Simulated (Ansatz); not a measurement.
```yaml
crystal:
  periodic: [false, false, false]
  atoms:
    - {symbol: F, position_ang: [0.741476, -1.474584, -3.181376]}
    - {symbol: In, position_ang: [0.485626, -0.746406, -1.406308]}
    - {symbol: C, position_ang: [1.032172, -0.412585, 0.661300]}
    - {symbol: Si, position_ang: [-0.558063, 0.602889, 0.828497]}
    - {symbol: N, position_ang: [-1.101665, 0.416116, -0.795673]}
    - {symbol: H, position_ang: [1.086735, -1.337493, 1.235724]}
    - {symbol: H, position_ang: [1.972292, 0.130091, 0.762356]}
    - {symbol: H, position_ang: [-1.459213, 0.022497, 1.867283]}
    - {symbol: H, position_ang: [-0.259931, 2.007037, 1.237509]}
    - {symbol: H, position_ang: [-1.939439, 0.792451, -1.209312]}
basis:
  gaussian: {orbitals: def2-TZVPD, final_grid: {core_spheres: 5, valence_spheres: 4, degree: 11}, point_charges: [{charge: 1.00, position_ang: [4.713, 0.260, 0.568]}]}
magnetization: {spin_polarized: true, initial_magnetization: 1}
hamiltonian: {xc: {name: revPBE0}, dispersion: d3bjatm}
```

```sh
$ ansatz run in.yaml --threads 4 --pin off --events-out ev --progress --plain --max-ram 10444MiB
```

It prints (some lines left out):

```
Error: a molecule whose nuclei and cores have a total charge of 62 cannot have a net charge of 0 together with 1 unpaired electrons
```

(1) Something in this input is off. What?

## Answers

(1) The number of unpaired electrons doesn't fit the electron count. The input was rejected before any iteration.
